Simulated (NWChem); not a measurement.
System: TaOCl$_{3}$; SMILES [O]=[Ta]([Cl])([Cl])[Cl]

All runs: NWChem. Geometry: optimised at PBE0/def2-SVP. Not confirmed as a minimum by frequencies. def2 effective core potentials on Ta; no spin-orbit coupling.

Problem. Estimate the computed values for PBE/def2-TZVPP. Quantities: highest occupied level (eV); orbital gap (eV); dipole (D).

Solution. 
```
Property                     Result
---------------------------  ------
highest occupied level (eV)   -8.30
orbital gap (eV)               4.76
dipole (D)                     1.52
```
